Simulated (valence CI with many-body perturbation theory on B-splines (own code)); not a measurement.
# E1 transitions of Xe XXIII

Method: relativistic CI+MBPT: four valence electrons over a frozen Dirac-Fock core [Ar] 3d10, radial functions for each j: 11 s, 11 p, 10 d, 8 f, 5 g, 2 h, with the one-electron correlation potential Σ1, the two-electron term Σ2, the three-electron term Σ3, Breit, model QED; selected CI, second order for the rest, scaled by the run's own slope (own B-spline code, finite nucleus).

No measured spectrum was set against this ion. As an estimate, levels hold to about 250 cm⁻¹ or 0.2 % of their energy and the worst to 1 %, as in measured heavy ions of charge 2 to 7; those with d or f electrons hold less well. Among the levels kept, up to 470 cm⁻¹ of a level comes from second order outside the variational space, and about a tenth of that is noise between levels of different J, which matters for small intervals.

Lines 151 to 200 of 568 in falling wavelength, among levels below 2159700 cm⁻¹, chosen from the strongest by gf and those to the six lowest levels. Wavelengths and rates use the calculated energies, so an error of 2000 cm⁻¹ moves a line at 158.5 Å by 0.32 % and its rate by three times that or more. Electric multipoles are in the length gauge, E1 and E2 with the static RPA response of the core. Weak lines are less certain than strong ones. Lines between different terms over intervals too small for the method are left out, as are lines whose strength nearly cancels. Where a level lies close to another of its J and parity, the split of strength between their lines is uncertain. The highest levels of a list are the least certain.

Levels are named by their leading jj configuration (3d3/2^4 stands for four electrons in 3d with j = 3/2), which in mixed levels can hold well under half, so a name can repeat and another be missing. Letters in brackets count levels of one name in rising energy.

```
λ vac (Å)                           Upper                           Lower   A (s⁻¹)  log gf  Branch %
    158.5       (4p1/2^2 4p3/2 4d5/2) J=3          (4s 4p1/2^2 4d5/2) J=3  9.66e+09   -0.59      12.4
    158.4  (4s 4p1/2 4p3/2 4d3/2) J=1 [c]          (4s^2 4p1/2 4d3/2) J=2  4.70e+10   -0.28      26.8
    158.1       (4p1/2^2 4p3/2 4d3/2) J=1          (4s 4p1/2^2 4d3/2) J=1  2.50e+10   -0.55      25.9
    157.9      (4s 4p3/2^2 4d5/2) J=2 [c]          (4s^2 4p3/2 4d5/2) J=3  8.65e+10    0.21      20.4
    157.2      (4s 4p3/2^2 4d5/2) J=3 [c]          (4s^2 4p3/2 4d5/2) J=4  5.08e+10    0.12      27.0
    156.5  (4s 4p1/2 4p3/2 4d3/2) J=2 [d]                (4s 4p3/2^3) J=2  2.47e+10   -0.34      10.4
    156.5  (4s 4p1/2 4p3/2 4f5/2) J=4 [a]          (4s 4p3/2^2 4d5/2) J=5  9.13e+09   -0.52       4.9
    156.2                (4s 4p3/2^3) J=1              (4s^2 4p3/2^2) J=2  8.40e+10   -0.04      35.5
    155.8      (4s 4p3/2^2 4d5/2) J=2 [b]          (4s^2 4p3/2 4d3/2) J=2  1.89e+10   -0.46      19.5
    155.6       (4p1/2^2 4p3/2 4d5/2) J=2          (4s 4p1/2^2 4d3/2) J=2  1.93e+10   -0.46      20.3
    154.9      (4s 4p1/2 4p3/2^2) J=1 [b]          (4s^2 4p1/2 4p3/2) J=1  3.26e+10   -0.45      20.0
    154.6          (4s 4p1/2 4d5/2^2) J=4  (4s 4p1/2 4p3/2 4d5/2) J=3 [d]  6.91e+09   -0.65       6.2
    154.1  (4s 4p1/2 4d3/2 4d5/2) J=3 [d]  (4s 4p1/2 4p3/2 4d3/2) J=2 [d]  9.01e+09   -0.65       5.5
    153.7      (4s 4p3/2^2 4d5/2) J=1 [b]          (4s^2 4p3/2 4d5/2) J=2  6.07e+10   -0.19      14.8
    152.5          (4s^2 4p1/2 4f5/2) J=2          (4s^2 4p3/2 4d3/2) J=3  1.24e+10   -0.67       5.3
    150.9  (4s 4p1/2 4p3/2 4d3/2) J=2 [d]          (4s^2 4p1/2 4d3/2) J=2  1.53e+10   -0.58       6.4
    150.1              (4s^2 4d5/2^2) J=4          (4s^2 4p3/2 4d5/2) J=3  2.07e+10   -0.20      18.8
    149.6          (4s 4p3/2^2 4d3/2) J=0          (4s^2 4p3/2 4d3/2) J=1  1.02e+11   -0.47      21.8
    149.4  (4s 4p1/2 4d3/2 4d5/2) J=5 [b]  (4s 4p1/2 4p3/2 4d5/2) J=4 [c]  7.10e+09   -0.58      18.8
    149.3          (4s^2 4d3/2 4d5/2) J=3          (4s^2 4p3/2 4d5/2) J=3  1.05e+10   -0.61       3.0
    148.7          (4s^2 4p1/2 4d3/2) J=2          (4s^2 4p1/2 4p3/2) J=2  7.95e+09   -0.88      56.2
    148.6             (4p3/2^3 4d5/2) J=3      (4s 4p3/2^2 4d5/2) J=4 [a]  1.54e+10   -0.45      12.4
    147.8  (4s 4p1/2 4p3/2 4d5/2) J=1 [a]      (4s 4p1/2 4p3/2^2) J=2 [b]  2.95e+10   -0.54      17.4
    147.4          (4s 4p1/2 4d5/2^2) J=3  (4s 4p1/2 4p3/2 4d5/2) J=2 [b]  9.20e+09   -0.68       3.2
    147.4  (4s 4p1/2 4p3/2 4f5/2) J=4 [a]  (4s 4p1/2 4p3/2 4d5/2) J=3 [d]  9.58e+09   -0.55       5.2
    145.9  (4s 4p1/2 4d3/2 4d5/2) J=5 [b]  (4s 4p1/2 4p3/2 4d5/2) J=4 [b]  1.24e+10   -0.36      32.8
    145.6          (4s 4p1/2^2 4d3/2) J=1          (4s 4p1/2^2 4p3/2) J=2  1.31e+09   -1.90      17.1
    145.5          (4s^2 4p1/2 4f7/2) J=4          (4s^2 4p3/2 4d5/2) J=4  2.12e+10   -0.22      15.8
    145.2  (4s 4p1/2 4d3/2 4d5/2) J=4 [b]  (4s 4p1/2 4p3/2 4d3/2) J=3 [b]  1.78e+10   -0.29      39.6
    144.5          (4s^2 4p1/2 4d3/2) J=2          (4s^2 4p1/2 4p3/2) J=1  2.92e+07   -3.34       0.2
    143.7                (4s 4p3/2^3) J=2          (4s^2 4p1/2 4p3/2) J=2  2.07e+10   -0.49      40.3
    143.0          (4s^2 4p3/2 4d3/2) J=1              (4s^2 4p3/2^2) J=0  9.98e+08   -2.04       0.4
    142.5          (4s 4p1/2^2 4d3/2) J=2          (4s 4p1/2^2 4p3/2) J=2  1.36e+10   -0.68      72.5
    142.0  (4s 4p1/2 4d3/2 4d5/2) J=3 [d]  (4s 4p1/2 4p3/2 4d5/2) J=4 [b]  1.03e+10   -0.66       6.3
    141.6  (4s 4p1/2 4p3/2 4f7/2) J=5 [a]  (4s 4p1/2 4p3/2 4d5/2) J=4 [b]  7.95e+09   -0.58       4.6
    141.3  (4s 4p1/2 4d3/2 4d5/2) J=2 [c]  (4s 4p1/2 4p3/2 4d3/2) J=3 [b]  2.23e+10   -0.48      12.5
    140.6      (4s 4p1/2 4p3/2^2) J=1 [a]              (4s^2 4p1/2^2) J=0  6.38e+09   -1.25      13.6
    139.7                (4s 4p3/2^3) J=2          (4s^2 4p1/2 4p3/2) J=1  7.70e+09   -0.95      15.0
    139.3             (4p3/2^3 4d5/2) J=3  (4s 4p1/2 4p3/2 4d5/2) J=4 [c]  1.00e+10   -0.69       8.1
    139.3          (4s 4p1/2 4d5/2^2) J=3  (4s 4p1/2 4p3/2 4d5/2) J=3 [c]  2.21e+10   -0.35       7.8
    138.8          (4s 4p1/2^2 4f7/2) J=4  (4s 4p1/2 4p3/2 4d3/2) J=3 [a]  8.82e+09   -0.64      17.9
    138.6  (4s 4p1/2 4d3/2 4d5/2) J=5 [a]      (4s 4p1/2 4p3/2 4d5/2) J=5  2.39e+10   -0.12      47.5
    138.3  (4s 4p1/2 4p3/2 4d5/2) J=3 [b]          (4s 4p1/2 4p3/2^2) J=3  3.33e+10   -0.17      25.1
    138.3       (4p1/2^2 4p3/2 4d5/2) J=2           (4p1/2^2 4p3/2^2) J=2  2.12e+10   -0.52      22.3
    138.2  (4s 4p1/2 4p3/2 4d3/2) J=2 [b]          (4s 4p1/2 4p3/2^2) J=3  1.82e+10   -0.58       7.0
    137.9          (4s^2 4p3/2 4d3/2) J=2              (4s^2 4p3/2^2) J=2  1.19e+10   -0.77       4.5
    137.8              (4s^2 4d5/2^2) J=2          (4s^2 4p3/2 4d5/2) J=3  4.81e+10   -0.16      12.1
    137.5  (4s 4p1/2 4d3/2 4d5/2) J=3 [d]  (4s 4p1/2 4p3/2 4d3/2) J=3 [b]  1.63e+10   -0.49       9.9
    137.3          (4s 4p1/2^2 4d5/2) J=2          (4s 4p1/2^2 4p3/2) J=1  4.38e+10   -0.21      58.6
    137.3  (4s 4p1/2 4p3/2 4d5/2) J=3 [d]      (4s 4p1/2 4p3/2^2) J=2 [b]  1.96e+10   -0.41       8.5
```

Task: How does gf follow from A for the line at 138.2 Å?

Result: gf = 1.4992 × (2J+1)_upper × A / σ², with σ = 723633 cm⁻¹ and 2J+1 = 5: gf = 0.261.
